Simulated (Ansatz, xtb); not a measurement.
**Relaxing a trial structure of BH4N2Si+**

The starting geometry of this gas-phase singlet was built from a drawn formula by distance geometry and a force field; its bonds are those of `[H]/N=[N+]1/B[SiH2]1`.

```xyz
8

B    -0.3307   -0.0882    1.1981
N    -2.6879   -1.5537    1.1835
N    -1.5488   -1.1872    0.9659
Si    0.0276   -1.5872    0.3329
H    -2.9967   -2.4350    0.8206
H     0.0055    0.9652    1.6827
H     0.0091   -1.4915   -1.1350
H     0.7403   -2.6325    1.1626
```

Task: Predict what becomes of its bonds when it is optimised with r2SCAN-D4/def2-SVP.

Result: A bond breaks, leaving `N=NB[SiH2+]`. Distances that change by over a tenth: B1–N3 (1.66 → 1.36 Å). Contacts that open: N3–Si4 (1.75 → 2.81 Å).

The energy falls by 2.54 eV over 30 steps:

| step | E − E(last) (eV) |
| --- | --- |
| 1 | 2.538 |
| 4 | 1.311 |
| 7 | 1.218 |
| 11 | 1.066 |
| 14 | 0.715 |
| 17 | 0.287 |
| 20 | 0.049 |
| 24 | 0.007 |
| 27 | 0.000 |
| 30 | 0.000 |

Final geometry (Å):

```xyz
8

B    -0.6149   -0.6909    1.3150
N    -3.0716   -0.8882    0.7114
N    -1.9347   -0.8672    1.0410
Si    0.6038   -1.7355    0.2202
H    -3.6798   -1.5896    1.1892
H    -0.2842    0.0672    2.1880
H     0.1271   -2.6435   -0.8521
H     2.0729   -1.6623    0.3989
```

From the same start GFN2-xTB reaches the same bonding as this run.

The end wasn't checked by frequencies. Run with Ansatz 0.2.0, 17 s on 2 threads of AMD EPYC 9R45 96-Core Processor (Zen 5), on a shared host.
